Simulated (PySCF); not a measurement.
A structure optimised at B3LYP-D3(BJ)/def2-SVP, used in a PySCF frequency run:

```xyz
8

B     -1.0513    -0.5055     0.0000
H     -2.2254    -0.2501     0.0000
Br     0.1233     1.0227     0.0000
C     -0.5101    -1.9499     0.0000
C      0.7942    -2.2848     0.0000
H     -1.2449    -2.7653     0.0000
H      1.1311    -3.3269     0.0000
H      1.5746    -1.5162     0.0000
```
Charge 0, spin multiplicity 1.

**Question.** Write its SMILES, formula and point group.

**Answer.** C=CBBr, C2H4BBr, Cs

**Question.** What are its rotational constants (standard atomic weights)?

**Answer.** 14.810, 2.3677, 2.0414 GHz
